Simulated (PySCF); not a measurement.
SMILES [OH][Al]([OH])[NH][Si](O)(O)O (B3LYP/def2-SVP optimised geometry):

```
14

Si     1.664    -0.443    -0.152
O      0.624    -1.749    -0.028
O      2.477    -0.599    -1.590
O      2.884    -0.460     0.981
N      0.627     0.909     0.000
Al    -1.171     0.909     0.000
O     -1.931     2.431     0.000
O     -2.041    -0.553     0.029
H      0.952    -2.555    -0.445
H      3.437    -0.521    -1.529
H      2.633    -0.218     1.879
H      1.089     1.817     0.011
H     -2.884     2.555     0.000
H     -1.467    -1.334     0.037
```

Calculation: B3LYP/def2-TZVP (PySCF 2.14.0).

**Question.** What are the frontier orbital energies and the dipole moment?

**Answer.** HOMO-2 -8.86 eV, HOMO-1 -8.38 eV, HOMO -7.63 eV, LUMO -0.64 eV, LUMO+1 0.29 eV; dipole moment 1.82 D.

On the same geometry PBE/def2-TZVP in PySCF 2.14.0 gives HOMO-2 -7.40 eV, HOMO-1 -6.95 eV, HOMO -6.41 eV, LUMO -1.16 eV, LUMO+1 -0.21 eV; dipole moment 1.77 D.

Meta-Löwdin charges at B3LYP/def2-TZVP: Si1 1.52, O2 -0.76, O3 -0.77, O4 -0.77, N5 -0.86, Al6 1.20, O7 -0.78, O8 -0.79, H9 0.36, H10 0.36, H11 0.35, H12 0.25, H13 0.35, H14 0.35.
